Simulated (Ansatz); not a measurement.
Mg14S14. Charge 0, multiplicity 1. Geometry PBE-D4/def2-SVP, loosely relaxed.

Cartesian coordinates in Å:
```
Mg -3.7135 2.8158 -2.3454
S -2.8191 4.4730 -1.0165
Mg -1.1399 2.9639 -0.4690
S -0.4668 1.4306 1.3362
Mg 0.6525 0.1818 3.1387
S 0.3384 -0.4319 5.3570
Mg -0.2778 -2.5052 4.5618
S -4.3175 2.2333 -4.6568
Mg -2.7919 0.4753 -4.1517
S -2.4997 0.5257 -1.7170
Mg -1.1713 -0.6056 0.1096
S -0.6923 -2.2858 1.9321
Mg 0.3962 -4.4584 2.2769
S 0.2735 -4.9007 4.6150
Mg -2.2389 3.2347 -5.4846
S -0.6122 1.1383 -4.9833
Mg -0.1143 0.5832 -2.6753
S 0.8574 -1.1638 -1.3113
Mg 1.6070 -2.0821 0.7975
S 2.7185 -4.0302 1.7208
Mg 2.6555 -4.3642 4.4004
S -0.6797 4.9563 -5.4316
Mg 0.3265 3.4388 -4.0029
S 1.0262 2.6244 -1.7938
Mg 1.5622 0.9449 -0.0494
S 2.8121 -0.1354 1.7982
Mg 3.8208 -1.9927 3.0520
S 4.4880 -3.0639 4.9924
```

B3LYP takes the VWN-RPA correlation. Single mean-field runs in def2-SVP are fitted with def2-universal-jkfit. The geometry of the charge 0 singlet is only loosely relaxed.

Q: Estimate the orbital energies around the gap (eV) in Ansatz with r2SCAN-D4/def2-SVP, B3LYP-D4/6-31G, B3LYP-D4/def2-SVP, PBE0-D4/def2-SVP, ωB97M-V/def2-SVP.

A: 
```tsv
orbital	r2SCAN-D4/def2-SVP	B3LYP-D4/6-31G	B3LYP-D4/def2-SVP	PBE0-D4/def2-SVP	ωB97M-V/def2-SVP
HOMO−5	-6.28	-7.06	-6.83	-7.11	-9.08
HOMO−4	-6.26	-7.05	-6.81	-7.10	-9.06
HOMO−3	-5.65	-6.50	-6.19	-6.50	-8.59
HOMO−2	-5.64	-6.48	-6.18	-6.48	-8.57
HOMO−1	-5.35	-6.19	-5.89	-6.18	-8.19
HOMO	-5.34	-6.18	-5.88	-6.17	-8.19
LUMO	-3.01	-3.33	-2.92	-2.74	-1.46
LUMO+1	-2.89	-3.17	-2.80	-2.61	-1.32
LUMO+2	-2.30	-2.43	-2.08	-1.97	-0.60
LUMO+3	-1.89	-2.07	-1.76	-1.60	-0.26
LUMO+4	-1.84	-1.97	-1.73	-1.56	-0.24
LUMO+5	-1.73	-1.89	-1.61	-1.44	-0.05
```
